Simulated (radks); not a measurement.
The numbers below are computed, except where a source is named.
Problem. The mean radii <r> (bohr) of the occupied orbitals of an atom or ion are listed with their occupations. Code: a radial shooting solver on a logarithmic mesh with Libxc functionals. Model: scalar-relativistic Kohn-Sham, r2SCAN, spin-polarised, spherical densities, finite nucleus; meta-GGA in the generalised Kohn-Sham scheme; Fermi nuclear charge, rms radius of each element as measured or else 0.836 A^(1/3) + 0.57 fm.

| orbital | occ. | <r> |
|---|---|---|
| 1s down | 1 | 0.03186 |
| 1s up | 1 | 0.03186 |
| 2s up | 1 | 0.1383 |
| 2s down | 1 | 0.1383 |
| 2p up | 3 | 0.1206 |
| 2p down | 3 | 0.1206 |
| 3s up | 1 | 0.3783 |
| 3s down | 1 | 0.3784 |
| 3p up | 3 | 0.3780 |
| 3p down | 3 | 0.3781 |
| 3d up | 5 | 0.3575 |
| 3d down | 5 | 0.3576 |
| 4s up | 1 | 0.9422 |
| 4s down | 1 | 0.9398 |
| 4p up | 3 | 1.027 |
| 4p down | 3 | 1.025 |
| 4d up | 5 | 1.293 |
| 4d down | 2 | 1.309 |

Name the element and its charge. Open shells, if any, are filled with parallel spins first.

Solution. Z = 46, palladium, charge +3: Pd3+ in [Kr] 4d7. The 1s radius gives Z: for a bare nucleus <r> = (2 gamma + 1)/(2Z) with gamma = sqrt(1 - (Z/c)^2), 0.03135 bohr for Z = 46, and screening makes it slightly larger (0.03186 here). The occupations add up to 43, and the charge is Z minus that.
